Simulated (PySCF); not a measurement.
FHZn. Atoms are numbered in the order given.

```xyz
3

Zn     0.0000     0.0000    -0.3560
H      0.0000     0.0000    -1.8629
F      0.0000     0.0000     1.3936
```

Geometry optimised at PBE0-D3(BJ)/def2-TZVP.

Method: HF/def2-TZVPD run with PySCF.

Computed frontier levels, gap, dipole moment and polarisability:
The highest occupied level comes out as -12.56 eV. The lowest empty level comes out as 0.87 eV and the orbital gap is 13.43 eV. The dipole moment is 2.18 D. The quadrupole, principal values (traceless, Buckingham form, about the centre of nuclear charge) is -10.83, 5.41, 5.41 D·Å and the mean static polarisability comes out as 21.5 bohr³ (3.19 Å³). The polarisability, principal values comes out as 20.1, 20.1, 24.4 bohr³.
